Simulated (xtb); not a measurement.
AlBr3, SMILES [Br][Al]([Br])[Br]. All values are semi-empirical tight-binding results from xtb (GFN2-xTB unless named), good for trends rather than for accurate numbers. Coordinates come from a GFN2-xTB optimisation. The isomer is the one that the SMILES or the coordinates give; other isomers of the formula were not compared.

For metal compounds this method's bond lengths and energies can be far off.

Computed properties:
```
Property                                       Result
-------------------------------------  --------------
point group as xtb finds it                       D3h
orbital gap                                   4.25 eV
zero-point energy                        2.4 kcal/mol
G − E(el) at 298.15 K (modified RRHO)  -18.3 kcal/mol
```
